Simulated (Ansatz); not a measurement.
Mulliken charges of `C=C[SiH]O` radical from r2SCAN/def2-TZVPP in Ansatz (PBE0-D4/def2-TZVP geometry).

```
atom   x (Å)   y (Å)   z (Å)  charge (e)
  C1  -0.108   1.177  -0.835      -0.157
  C2   0.606   0.055  -0.713      -0.195
 Si3   0.444  -1.132   0.690       0.399
  O4  -0.838  -0.801   1.678      -0.395
  H5   0.053   1.879  -1.648       0.083
  H6  -0.899   1.432  -0.135       0.064
  H7   1.385  -0.145  -1.448       0.070
  H8   0.260  -2.532   0.223      -0.071
  H9  -0.813   0.020   2.171       0.202
```

By hand: the dipole of these point charges (1 e Å = 4.8032 D).

Σ q r = (0.268, 0.090, 0.059) e Å, of length 0.289 e Å = 1.39 D.

How does the dipole of the full density compare? (Best estimate.)

Ansatz gave: (0.071, 0.311, 0.013) e Å, 1.53 D; the point charges give 0.91 times that, at 59° from its direction.

Point charges leave out the atoms' own dipoles, such as those of lone pairs, and Mulliken's split depends on the basis, so the two needn't agree.
